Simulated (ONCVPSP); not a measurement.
PBE ONCV dataset for H (Z = 1), scalar-relativistic all-electron reference.

- Element: H (Z = 1)
- Generator: ONCVPSP 4.0.1
- Type: optimised norm-conserving Vanderbilt (ONCV)
- Functional: PBE
- Relativity: scalar-relativistic
- Frozen core: none
- Valence charge: 1
- Reference configuration: 1s1
- Partial waves: 1s: rc 1.15 bohr, ncon 4, nbas 7, qcut 4.8 1/bohr, 3 projectors, debl 1.1 Ha
- Local potential: polynomial inside 0.85 bohr (lpopt 5, dvloc0 4 Ha)
- Core correction: none

- Cutoffs needed: 15 Ha and 76 Ha (the cutoffs (Ha) at which the residual kinetic energy of the hardest occupied pseudo-wave falls to 1 and 0.1 mHa per electron)
- Ghost test: no bound ghost flagged; GHOST(+) flagged for s at 1.43 eV
- Configuration tests: 1 of 1 tests not solved or not reliable
